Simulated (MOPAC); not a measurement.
Input file for MOPAC: PM7 on AlSe, 2S+1 = 2, a spin state set in the input, which need not be the lowest, a point of a bond scan (R = 2.226 Å).

```
PM7 1SCF PRECISE CHARGE=0 UHF MS=0.5 THREADS=1
AlSe

Al     0.00000000 1     0.00000000 1     0.00000000 1
Se     0.00000000 1     0.00000000 1     2.22559700 1
```

The log:

```
*******************************************************************************
 **                                                                           **
 **                              MOPAC v23.2.5                                **
 **                                                                           **
 *******************************************************************************
 ** MOPAC's Digital Object Identifier: https://doi.org/10.5281/zenodo.6511958 **
 **                                                                           **
 ** Please cite the open-source release paper for use of this MOPAC version:  **
 ** J. E. Moussa and J. J. P. Stewart (2026)                                  **
 ** MOPAC: An open-source semiempirical molecular orbital program             **
 ** J. Open Source Softw., 11(119), 8025, https://doi.org/10.21105/joss.08025 **
 *******************************************************************************

                              PM7 CALCULATION RESULTS

 *******************************************************************************
 *  PM7        - The PM7 Hamiltonian to be used
 *  UHF        - UNRESTRICTED HARTREE-FOCK CALCULATION
 *
 *
 *
 *                 CHARGE ON SYSTEM = 0
 *
 *
 *
 *  MS=        - IN MECI, MAGNETIC COMPONENT OF SPIN =  0.5
 *  PRECISE    - TIGHTER CRITERIA TO BE USED
 *  1SCF       - DO 1 SCF AND THEN STOP
 *  THREADS=1  - MULTI-THREADING NOT USED
 *  T=         - A TIME OF 172800.0 SECONDS REQUESTED
 *  DUMP=N     - RESTART FILE WRITTEN EVERY 7200.0 SECONDS REQUESTED
 *******************************************************************************
PM7 1SCF PRECISE CHARGE=0 UHF MS=0.5 THREADS=1
 AlSe

   ATOM   CHEMICAL          X               Y               Z
  NUMBER   SYMBOL      (ANGSTROMS)     (ANGSTROMS)     (ANGSTROMS)

     1      Al          0.00000000  *   0.00000000  *   0.00000000  *
     2      Se          0.00000000  *   0.00000000  *   2.22559700  *



          CARTESIAN COORDINATES

    NO.       ATOM           X           Y           Z

     1        Al          0.0000      0.0000      0.0000
     2        Se          0.0000      0.0000      2.2256

 General Reference for PM7:
 "Optimization of Parameters for Semiempirical Methods VI: More Modifications to the
 NDDO Approximations and Re-optimization of Parameters", J. J. P. Stewart, J. Mol. Mod., 1:32, 19 (2013)
 https://link.springer.com/article/10.1007/s00894-012-1667-x

           Empirical Formula: Al Se  =     2 atoms



      MOLECULAR POINT GROUP   :   C*v


          UHF CALCULATION, NO. OF ALPHA ELECTRONS =    5
                           NO. OF BETA  ELECTRONS =    4

 -------------------------------------------------------------------------------
 PM7 1SCF PRECISE CHARGE=0 UHF MS=0.5 THREADS=1
 AlSe



     1SCF WAS SPECIFIED, SO BFGS WAS NOT USED
     SCF FIELD WAS ACHIEVED


                              PM7 CALCULATION
                                                       MOPAC v23.2.5 Linux




          FINAL HEAT OF FORMATION =         78.07790 KCAL/MOL =     326.67792 KJ/MOL


          COSMO AREA              =         99.53 SQUARE ANGSTROMS
          COSMO VOLUME            =         87.60 CUBIC ANGSTROMS

          IONIZATION POTENTIAL    =          9.004523 EV
          ALPHA SOMO LUMO (EV)    =         -9.113 -1.162
          BETA  SOMO LUMO (EV)    =         -9.005 -3.655
          NO. OF ALPHA ELECTRONS  =          5
          NO. OF BETA  ELECTRONS  =          4
          MOLECULAR WEIGHT        =        105.9415         POINT GROUP:  C*v

          MOLECULAR DIMENSIONS (Angstroms)

            Atom       Atom       Distance
           Se     2   Al     1     2.22560
           Se     2   Al     1     0.00000
           Al     1   Se     2     0.00000


          SCF CALCULATIONS        =          1





   ATOM   CHEMICAL          X               Y               Z
  NUMBER   SYMBOL      (ANGSTROMS)     (ANGSTROMS)     (ANGSTROMS)

     1      Al          0.00000000  *   0.00000000  *   0.00000000  *
     2      Se          0.00000000  *   0.00000000  *   2.22559700  *

                             CARTESIAN COORDINATES

   1   Al        0.000000000     0.000000000     0.000000000
   2   Se        0.000000000     0.000000000     2.225597000


           Empirical Formula: Al Se  =     2 atoms



      MOLECULAR POINT GROUP   :   C*v


          ALPHA EIGENVALUES
 -23.97572 -12.56017  -9.53440  -9.29842  -9.11284  -1.16229  -0.90308  -0.23206
  20.21854  20.22524  20.54109  20.74178  21.32797


           BETA EIGENVALUES
 -21.49398 -12.39205  -9.37090  -9.00452  -3.65533  -0.81808  -0.72196  -0.11861
  20.41164  20.41210  20.75314  21.25475  21.38897


              NET ATOMIC CHARGES AND DIPOLE CONTRIBUTIONS

  ATOM NO.   TYPE          CHARGE      No. of ELECS.   s-Pop       p-Pop       d-Pop
    1         Al           0.024496        2.9755     1.99309     0.82165     0.16076
    2         Se          -0.024496        6.0245     1.92884     4.09566
 DIPOLE           X         Y         Z       TOTAL
 POINT-CHG.     0.000     0.000    -0.262     0.262
 HYBRID        -0.000    -0.000    -1.950     1.950
 SUM           -0.000    -0.000    -2.212     2.212


          ATOMIC ORBITAL ELECTRON POPULATIONS

     Atom    s        px        py        pz      x^2-y^2     xz        z^2       yz        xy
    1 Al   1.99309   0.23710   0.12671   0.45785   0.00014   0.05513   0.07776   0.02774   0.00000
    2 Se   1.92884   1.70778   0.84555   1.54233


                    (SZ)    =    0.500000
                    (S**2)  =    0.751738


          ATOMIC ORBITAL SPIN POPULATIONS

    Atom   Total    s     px     py     pz   x^2-y^2  xz     z^2    yz     xy
         Atomic
    1 Al  0.1586  0.003  0.002  0.127  0.001  0.000  0.000 -0.002  0.028  0.000
    2 Se  0.8414  0.007 -0.002  0.846 -0.009

 **********************
 *                    *
 * JOB ENDED NORMALLY *
 *                    *
 **********************




 == MOPAC DONE ==
```

The run finished.

Cost: around 0.05 core-seconds (rough).
